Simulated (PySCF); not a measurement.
## Bond length, frequency and bond energy of LiSb⁻ by level of theory

State: ²Π (doublet), unpaired electrons π ↑. Set-up: Li aug-cc-pVDZ, Sb aug-cc-pVDZ-PP with ECP28; scalar-relativistic core potentials (PySCF 2.14). De refers to Li + Sb⁻ in their high-spin ground configurations, without counterpoise correction. The functionals are run spin-unrestricted. A positive dipole points towards Sb; it is taken about the centre of mass and depends on that origin. Levels whose curve was spin-contaminated or gave no clean fit are not listed.

| Level | Re (Å) | ωe (cm⁻¹) | De (eV) | μ (D) |
| --- | --- | --- | --- | --- |
| ROHF-MP2 | 2.564 | 398 | n/a | n/a |
| ROHF-SCS-MP2 | 2.565 | 390 | n/a | n/a |
| BP86 | 2.572 | 386 | 1.55 | -0.20 |
| MN15 | 2.563 | 399 | 1.73 | -1.38 |
| CAM-B3LYP | 2.511 | 422 | 1.36 | -2.22 |

Correlated steps freeze 4 core orbitals. These are scalar-relativistic numbers at best; spin–orbit coupling would shift them, the dissociation energy most. For an ion De counts to the pair picked by the measured ionisation energies or electron affinities, which need not be the lowest pair at this level. The highest Kohn–Sham level is positive in this anion. Much of that is self-interaction error, but it also means that the finite basis helps to hold the extra electron. The state is the lowest determinant that a PBE0 search found; another state may lie lower at other levels.
